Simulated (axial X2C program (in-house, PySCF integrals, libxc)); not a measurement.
Nuclear properties of InCl⁻

Calculated with an in-house all-electron X2C program for linear molecules (integrals from PySCF): two-component X2C with atomic mean-field Coulomb and Gaunt terms, Gaussian nuclei, basis In dyall-acv3z, Cl dyall-av3z with contracted cores.

R = 2.582 Å (near the PBE0 minimum at charge -1 of the determinant lowest at the starting distance; the state shown can have its own minimum elsewhere).

Determinant lowest in the PBE0 search, Ω = 1/2 (⟨Sz⟩ = -0.50, ⟨Lz⟩ = 1.00 at PBE0), spin on the atoms In -0.51, Cl 0.01:

```csv
level,Eeff magnitude (GV/cm),Ws magnitude In (kHz),A∥/gI In (MHz),qzz In (a.u.),A∥/gI Cl (MHz),qzz Cl (a.u.)
PBE0,0.0608,0.0278,1450,-0.64,60.4,0.82
HF,0.831,0.999,1590,-0.71,37.3,0.73
TPSSh,0.0516,0.0217,1410,-0.62,60.8,0.82
PBE50,0.0564,0.11,1540,-0.48,53,0.81
B3LYP,0.307,0.299,1250,-0.66,58.5,0.78
```

Determinant 0.12 eV from it at PBE0 and this distance, Ω = 3/2 (⟨Sz⟩ = 0.50, ⟨Lz⟩ = 1.00 at PBE0), spin on the atoms In 0.51, Cl -0.01:

```tsv
level	Eeff magnitude (GV/cm)	Ws magnitude In (kHz)	A∥/gI In (MHz)	qzz In (a.u.)	A∥/gI Cl (MHz)	qzz Cl (a.u.)
PBE0	0.584	0.23	12.3	-1.01	12.4	0.83
HF	2.4	0.93	-115	-1.10	13.5	0.74
TPSSh	0.522	0.204	26.6	-0.99	12.9	0.83
PBE50	0.901	0.353	2.4	-0.86	12.5	0.82
B3LYP	0.352	0.144	77.2	-1.03	13.3	0.80
```

Eeff is the effective electric field on the electron electric dipole moment in this Ω state and Ws the scalar–pseudoscalar constant of the nucleus named (defined with the proton number Z and per Ω); A∥ (defined per Ω) follows by multiplying with gI = μI/(I μN); qzz is the electric field gradient, eQq0 = 234.96 MHz × Q/barn × qzz. The operators were transformed with the bare-nucleus X2C matrices; with these basis sets, hyperfine constants and field gradients can be off by tens of per cent, and where levels differ in sign neither size nor sign is settled.

(1) With gI(115In) = 1.2313, Q(115In) = 0.772 barn, gI(35Cl) = 0.5479, Q(35Cl) = -0.08112 barn (g factors from the IAEA table of nuclear moments by Stone; Q from Pyykkö, Mol. Phys. 2018), turn the PBE0 values of the first state into constants in MHz.

Each state is one determinant with collinear spin. Unrestricted Hartree–Fock can overshoot spin polarisation at the nuclei. In the state Ω = 1/2 the sign of Eeff differs between levels (HF, PBE50 against PBE0). For an anion, determinants above electron detachment, or with a positive highest level, are held by the basis set. Where Eeff spreads by more than a factor of two the levels disagree and none is to be relied on. The search compared states at one distance, so a state with another bond length can lie lower. The sign of Ws at In differs between levels in the first state. Further determinants of the search, some of them spin-mixed, are not shown. PBE0 term energies can be off by some tenths of an eV.

Answers

(1) A∥(115In) = 1450 × 1.2313 = 1790 MHz; eQq0(115In) = 234.96 × (0.772) × (-0.64) = -116 MHz; A∥(35Cl) = 60.4 × 0.5479 = 33.1 MHz; eQq0(35Cl) = 234.96 × (-0.08112) × (0.82) = -15.6 MHz.
